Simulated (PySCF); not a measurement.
# Structure revision by computed shifts

A compound C$_{4}$H$_{5}$ClO$_{2}$Si gives the data below (simulated from a calculation) and was assigned the structure `C#C[Si@H](O)O/C=C\Cl`.

¹³C{¹H} NMR (computed): δ 178.5 (C), 172.4 (CH), 139.6 (C), 77.0 (CH2).

¹H NMR (500 MHz, computed): δ 7.93 (t, 1H), 5.49 (s, 2H), 5.07 (m, 2H).

Non-relativistic Hamiltonian, no solvent model, rapidly exchanging positions averaged, a single conformation. GFN2-xTB geometry; GIAO PBE0/pcSseg-1 shieldings; PySCF 2.14.

Referencing at the same level of theory: ¹H (σ = 31.72 ppm), ¹³C (σ = 186.93 ppm) vs TMS.

(1) Compare with the shifts computed for the proposed structure, pairing carbons in order of shift.

(2) Which isomer fits?

## Answers

(1) Atoms are numbered as in `[CH:1]#[C:2][Si@H:3]([OH:4])[O:5]/[CH:6]=[CH:7]\[Cl:8]`; H(Xn) means a hydrogen on atom n.

```csv
atom,computed for proposal,given list,difference
C6,147.2,178.5,-31.3
C7,107.0,172.4,-65.4
C1,100.6,139.6,-39.0
C2,90.8,77.0,+13.8
```

The rms difference is 41.8 ppm and the largest -65.4 ppm at C7 (β carbon of an enol-ether or enamine type C=C). The carbon types in order of shift don't match either: CH, CH, CH, C for the proposal against C, CH, C, CH2 in the data. The proposal doesn't fit.

(2) SMILES O=C1OCC=C1[SiH2]Cl.

Carbon types of the structure: 2 × C, 1 × CH, 1 × CH2, leaving 2 H on heteroatoms. δC 178.5: ester carbonyl carbon; lone-pair donation from the attached heteroatom keeps it upfield of a ketone carbonyl. δC 172.4: β carbon of a C=C–C=O unit; conjugation with the carbonyl draws π density from the β position. δC 139.6: α carbon of a C=C–C=O unit; the olefinic region. δC 77.0: allylic sp3 CH2 bonded to O; pulled downfield by the heteroatom.

The shifts were computed for this structure.

Shifts are as computed. Against solution values, carbons near 30 ppm lie about +3 ppm off and those near 130 ppm about +5 ppm. Of 1211 compounds with measured shifts, 218 miss one by over three times the rms of a fit or turn the order of signals round; such compounds aren't used in these exercises. Multiplicities follow the n + 1 count of equivalent neighbours, as no J values were calculated; m marks all less simple cases, F and P coupling included.
